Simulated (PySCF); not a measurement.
# What a mistake does to a calculation on ClH3N2Si

Calculated results; nothing here was measured. The program is PySCF 2.14.0, an open-source quantum chemistry code, run on an isolated molecule that a program drew, which may never have been made. The molecule is ClH3N2Si (charge 0, singlet), drawn as the SMILES string `N=[Si](N)Cl`.

Each row is a Hartree-Fock (HF) and frozen-core CCSD(T) single point in the cc-pV(D+d)Z basis, meant for a local HF minimum. Run 1 is clean. Each other run has one planted mistake out of seven kinds, and not every kind appears here: one electron removed, one electron added, multiplicity raised by two, geometry at a saddle point, minimal basis STO-3G, one bond length entered in bohr, all coordinates scaled. The reference is restricted for singlets and unrestricted otherwise, and also for a bond in bohr. Adding or removing an electron swaps singlet and doublet. Electrons count all cores. HOMO and LUMO are orbital energies over both spins, the gradient is its largest component, and the lowest frequency (negative if imaginary) is given only where the gradient is small. Bond lengths are over the 6 bonds as drawn. T1 is the CCSD diagnostic: over 0.02 (restricted) or 0.045 (unrestricted) a single reference is doubtful.

Geometry of the clean run:
```xyz
7
ClH3N2Si, angstrom
N    -1.1609   -2.4277    1.1628
Si   -0.4191   -1.3487    0.3259
N     0.3197    0.1048    0.6930
Cl   -0.2106   -1.6040   -1.6799
H    -1.3382   -2.4381    2.1466
H     0.7635    0.6937    0.0168
H     0.3567    0.4656    1.6262
```

```
run  electrons  basis functions  <S^2>  HOMO (eV)  LUMO (eV)  gradient (hartree/bohr)  lowest frequency (cm^-1)  mean bond (Å)  longest bond (Å)      T1  HF (hartree)  CCSD(T) (hartree)                          mistake
  1         48               89  0.000      -9.94       3.61                  2.4e-05                       266         1.3766             2.033  0.0140    -859.14710         -859.76007                         no fault
  2         47               89  0.758     -17.53      -6.45                  1.1e-01                         -         1.3766             2.033  0.0220    -858.85987         -859.42975             one electron removed
  3         48               89  0.984      -9.48      -0.87                  1.4e-02                         -         1.6780             3.841  0.0250    -859.01453         -859.60091  one bond length entered in bohr
  4         49               89  0.759       2.14       9.00                  1.1e-01                         -         1.3766             2.033  0.0820    -859.03649         -859.66957                                ?
```

**Which mistake was planted in run 4, and what did it cost?**

It counts 49 electrons, one more than the clean run, at the same geometry and basis. So the mistake is: one electron added. Subtracting run 1 and multiplying by 627.51 kcal/mol a hartree, the energy moved by 69.4 kcal/mol in HF and 56.8 kcal/mol in CCSD(T).

Cautions from the logs. Run 4: T1 is over the limit, so its CCSD(T) energy is less reliable and the HOMO is above zero, so the electron isn't bound and the energy depends on the basis.
